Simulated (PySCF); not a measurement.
Sn(F)(Cl)(Me)2 (C₂H₆ClFSn), SMILES [Cl][Sn]([CH3])([CH3])[F]. Coordinates come from a B3LYP-D3(BJ)/def2-SVP optimisation. The structure was generated by enumeration; whether it is a known compound was not checked. The def2 effective core potentials stand for the cores of Sn; spin–orbit coupling is left out.

Q: Give the equilibrium geometry at B3LYP-D3(BJ)/def2-SVP (PySCF confirms it by a frequency run) as bond lengths and angles. (An estimate is asked for; the answer gives what the named calculation found.)

A: 
Atoms: C1 Sn2 C3 F4 Cl5 H6 H7 H8 H9 H10 H11. Bonds (Å): C1–Sn2 2.150, C1–H6 1.098, C1–H7 1.099, C1–H8 1.099, Sn2–C3 2.150, Sn2–F4 1.954, Sn2–Cl5 2.372, C3–H9 1.099, C3–H10 1.098, C3–H11 1.099. Angles (°): Sn2–C1–H6 108.2, Sn2–C1–H7 110.5, Sn2–C1–H8 107.6, H6–C1–H7 110.3, H6–C1–H8 110.0, H7–C1–H8 110.2, C1–Sn2–C3 124.4, C1–Sn2–F4 105.3, C1–Sn2–Cl5 107.9, C3–Sn2–F4 105.3, C3–Sn2–Cl5 107.9, F4–Sn2–Cl5 104.3, Sn2–C3–H9 107.6, Sn2–C3–H10 108.3, Sn2–C3–H11 110.5, H9–C3–H10 110.0, H9–C3–H11 110.1, H10–C3–H11 110.3.
